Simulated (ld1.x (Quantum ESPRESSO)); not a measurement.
# Reading a pseudo-wave (lead)

Columns: radius, all-electron u(r) and pseudo u(r) of the 6p shell (level -3.50 eV) of lead in the configuration [Xe] 4f14 5d10 6s2 6p2; PBE, scalar-relativistic, TM scheme, ld1.x (Quantum ESPRESSO) 7.5.

| r (bohr) | all-electron | pseudo |
| --- | --- | --- |
| 0.145 | -0.1025 | 0.0029 |
| 0.290 | 0.1525 | 0.0118 |
| 0.435 | 0.0573 | 0.0267 |
| 0.580 | -0.1502 | 0.0477 |
| 0.725 | -0.2530 | 0.0751 |
| 0.870 | -0.2364 | 0.1090 |
| 1.015 | -0.1450 | 0.1493 |
| 1.160 | -0.0215 | 0.1958 |
| 1.305 | 0.1061 | 0.2477 |
| 1.450 | 0.2234 | 0.3036 |
| 1.595 | 0.3240 | 0.3612 |
| 1.740 | 0.4062 | 0.4177 |
| 1.885 | 0.4707 | 0.4699 |
| 2.030 | 0.5194 | 0.5148 |
| 2.175 | 0.5542 | 0.5502 |
| 2.320 | 0.5774 | 0.5752 |
| 2.465 | 0.5908 | 0.5900 |
| 2.610 | 0.5961 | 0.5960 |
| 2.755 | 0.5950 | 0.5950 |
| 2.900 | 0.5885 | 0.5885 |
| 3.045 | 0.5780 | 0.5780 |
| 3.190 | 0.5641 | 0.5641 |
| 3.335 | 0.5478 | 0.5478 |
| 3.480 | 0.5297 | 0.5297 |
| 3.625 | 0.5103 | 0.5103 |
| 3.770 | 0.4899 | 0.4899 |

Question: How many radial nodes do the two functions have?

Answer: The all-electron 6p function has n − l − 1 = 4 (the table is too coarse to show those close to the nucleus); the pseudo-wave has 0, since the states of the same l below it are removed with the core.

Question: At about which radius was the pseudo-wave matched?

Answer: 2.90 bohr. The columns agree to 0.0005 from 2.61 bohr on; several derivatives are matched, so the curves merge somewhat inside the radius.

Question: Where does each function peak?

Answer: Outermost all-electron maximum near 2.61 bohr, pseudo maximum near 2.61 bohr (to the table’s step).

Question: Is the pseudo-wave norm-conserving?

Answer: Yes: the TM scheme keeps the norm inside the radius equal to the all-electron one, which fixes the energy derivative of the logarithmic derivative at the level.
